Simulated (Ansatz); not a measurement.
Kohn–Sham single points on C2H10N2Zr (`[CH3][Zr]([CH3])([NH2])[NH2]`).

```yaml
crystal:
  periodic: [false, false, false]
  atoms:
    - {symbol: C, position_ang: [-2.029537, -0.086851, 0.525691]}
    - {symbol: Zr, position_ang: [0.116256, 0.224488, -0.020209]}
    - {symbol: C, position_ang: [0.929903, -1.739750, -0.712498]}
    - {symbol: N, position_ang: [1.111857, 0.732520, 1.676849]}
    - {symbol: N, position_ang: [0.340269, 1.676570, -1.424343]}
    - {symbol: H, position_ang: [-2.554818, 0.854322, 0.728073]}
    - {symbol: H, position_ang: [-2.557809, -0.587427, -0.297059]}
    - {symbol: H, position_ang: [-2.142205, -0.716373, 1.416593]}
    - {symbol: H, position_ang: [0.986544, -2.472761, 0.101345]}
    - {symbol: H, position_ang: [1.936713, -1.653649, -1.138687]}
    - {symbol: H, position_ang: [0.279403, -2.163823, -1.489394]}
    - {symbol: H, position_ang: [1.129329, 0.148346, 2.503678]}
    - {symbol: H, position_ang: [1.653443, 1.564954, 1.861886]}
    - {symbol: H, position_ang: [-0.283607, 2.460100, -1.569915]}
    - {symbol: H, position_ang: [1.062559, 1.708536, -2.132610]}
basis:
  gaussian: {orbitals: def2-TZVPP}
hamiltonian: {xc: {name: BLYP}, dispersion: d4}
output: {orbitals: {seedname: orbitals}}
```

```sh
$ ansatz run in.yaml --threads 4 --pin off --events-out ev --progress --plain --max-ram 11315MiB
```

It prints (some lines left out):

```
Functional definition: BLYP
1572 factors; their error is unknown
mean field evaluation 1: about -6455.4537 eV, gradient 1.5e2 eV
mean field evaluation 2: about -6245.8115 eV, gradient 3.0e2 eV
mean field evaluation 4: about -6494.5879 eV, gradient 4.1e1 eV
mean field evaluation 8: about -6499.0215 eV, gradient 9.6e-1 eV
mean field evaluation 16: about -6498.9977 eV, gradient 3.1e-3 eV
mean field -6498.99768038 eV, -238.8337595751 hartree, gradient 3.9e-5 eV, S^2 0.000000; 0 other end points of the search recorded, 0 dependent functions left out
reference -6498.99818377 eV, -238.8337780745 hartree; 24, 24 occupied and 296, 296 virtual orbitals, 1572 factors
Total energy: -6499.60620907 eV, -238.8561225920 hartree
```

It took 6.5 s on 4 threads of an Arm Neoverse N1 on a shared host, with 0.45 GiB of host memory at the peak.

With the line `hamiltonian: {xc: {name: wB97X-V}}` (abridged; 23 s):

```
Functional definition: wB97X-V
mean field evaluation 16: about -6499.6074 eV, gradient 1.1e-4 eV
mean field -6499.60740970 eV, -238.8561667145 hartree, gradient 3.5e-5 eV, S^2 0.000000
Total energy: -6499.60740610 eV, -238.8561665819 hartree
```

With the line `hamiltonian: {xc: pbe0, dispersion: d4}` (abridged; 8.5 s):

```
Functional definition: PBE0
mean field evaluation 16: about -6495.4295 eV, gradient 3.8e-4 eV
mean field -6495.42953199 eV, -238.7026325405 hartree, gradient 5.0e-5 eV, S^2 0.000000
Total energy: -6495.68426069 eV, -238.7119936473 hartree
```

With the line `hamiltonian: {xc: r2scan, dispersion: d4}` and forces (abridged; 13 s):

```
Functional definition: r2SCAN
mean field evaluation 16: about -6499.7327 eV, gradient 7.7e-3 eV
mean field -6499.73274777 eV, -238.8607728034 hartree, gradient 6.1e-5 eV, S^2 0.000000
Total energy: -6499.81269557 eV, -238.8637108309 hartree
Atom 0 force    -0.034068    -0.003077     0.015103 eV/Å
Atom 1 force    -0.064098    -0.090171    -0.040843 eV/Å
Atom 2 force     0.017995    -0.032696    -0.007448 eV/Å
Atom 3 force     0.027352     0.029562     0.034941 eV/Å
Atom 4 force     0.006748     0.025278    -0.017820 eV/Å
Atom 5 force    -0.001969    -0.016823     0.000848 eV/Å
Atom 6 force     0.003998     0.006906     0.010950 eV/Å
Atom 7 force    -0.008841     0.009404    -0.010004 eV/Å
Atom 8 force     0.004607     0.003013    -0.015953 eV/Å
Atom 9 force    -0.012919    -0.011403     0.005060 eV/Å
Atom 10 force     0.010233     0.003487     0.008964 eV/Å
Atom 11 force     0.015391    -0.004486     0.041001 eV/Å
Atom 12 force     0.028255     0.016218     0.042555 eV/Å
Atom 13 force    -0.005991     0.038041    -0.030007 eV/Å
Atom 14 force     0.013308     0.026747    -0.037346 eV/Å
Dipole moment:     0.143661     0.273243    -0.018488 e Å
```

With the line `hamiltonian: {xc: {name: r2SCAN0}, dispersion: d4}` (abridged; 13 s):

```
Functional definition: r2SCAN0
mean field evaluation 16: about -6497.9960 eV, gradient 2.1e-4 eV
mean field -6497.99595311 eV, -238.7969467769 hartree, gradient 1.6e-5 eV, S^2 0.000000
Total energy: -6498.09000974 eV, -238.8004032945 hartree
```

With the line `hamiltonian: {xc: {name: revPBE}, dispersion: d4}` (abridged; 5.5 s):

```
Functional definition: revPBE
mean field evaluation 16: about -6501.6647 eV, gradient 7.3e-4 eV
mean field -6501.66470009 eV, -238.9317707418 hartree, gradient 5.3e-5 eV, S^2 0.000000
Total energy: -6502.43105786 eV, -238.9599338703 hartree
```
